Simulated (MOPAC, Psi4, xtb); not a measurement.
Interaction energy of C2H4 ··· H4N+ (SMILES C=C and [NH4+]) (charge +1). Monomers: optimised at B3LYP-D3(BJ) (def2-TZVP), held rigid. Orientation: lowest of the rigid-body minima from ten starts at GFN2-xTB. Only R, the distance of the centres of mass, is varied, so the lowest point isn't the relaxed dimer. The table gives interaction energies.

```
R / Å       A       B       C
-----  ------  ------  ------
2.34    48.34  167.61  103.57
2.55   -10.54   57.06   12.25
2.76   -32.57    6.83  -30.32
2.94   -36.93  -11.04  -45.79
3.13   -34.96  -17.50  -50.75
3.35   -29.34  -17.72  -48.99
3.61   -21.63  -14.56  -42.60
3.94   -12.95  -10.39  -33.22
4.47    -4.64   -6.50  -21.02
5.11    -1.51   -4.28  -12.25
6.10    -0.57   -2.54   -5.99
7.43    -0.25   -1.42   -2.91
```

Energies in kJ/mol.

**Question.** Assign the columns to these levels of theory: BLYP-D3(BJ)/def2-TZVP, counterpoise-corrected run with Psi4; xtb with GFN1-xTB; PM6, restricted, heats of formation (MOPAC 23.2.5).

**Answer.** A is GFN1-xTB; B is PM6; C is BLYP-D3(BJ)/def2-TZVP.
